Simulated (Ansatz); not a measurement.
Compare A (`BC(F)F`) with its isomer B (`FBCF`).

Gas-phase electronic energies from Ansatz, PBE0-D4/def2-TZVP geometries. CCSD(T)/CBS is the MP2 limit (def2-TZVPP, def2-QZVPP) plus CCSD(T) − MP2 in def2-TZVPP, frozen cores. Functionals use def2-TZVPP. B3LYP here is the variant with VWN-RPA as its local correlation; programs differ in this. One conformer a species, not always the lowest.

(1) Which is lower in electronic energy at CCSD(T)/CBS, and by how much? (Best estimate.)

(2) Give E(B) − E(A) in kcal/mol with PBE0-D4, LDA (SPW92), B3LYP-D4, PBE-D4, MP2/def2-TZVPP, ωB97M-V, BLYP-D4. (Estimate.)

(3) Does the order hold for the free energy at 298.15 K (harmonic terms from PBE0-D4)? (Best estimate.)

Largest T1 diagnostic: 0.012.

## Answers

(1) Ansatz gave: B, by 51.8 kcal/mol.

(2) Computed: PBE0-D4 -50.9, LDA (SPW92) -51.7, B3LYP-D4 -51.2, PBE-D4 -50.7, MP2/def2-TZVPP -52.9, ωB97M-V -50.9, BLYP-D4 -50.8. None reverses the order clearly.

(3) Ansatz gave: Yes: G(B) − G(A) = -50.1 kcal/mol, for one conformer each.

Leaving LDA and LC-ωPBE aside and taking each functional with its dispersion term where it has one, the values, not all of them listed here, spread over 2.8 kcal/mol, from B97M-V to ωB97X-V. LDA lies −1.0 kcal/mol from PBE without D4. In def2-TZVPP, CCSD(T) changes the Hartree–Fock value by −1.6 kcal/mol (the triples alone add −0.1 kcal/mol) and MP2 by −3.1 kcal/mol.
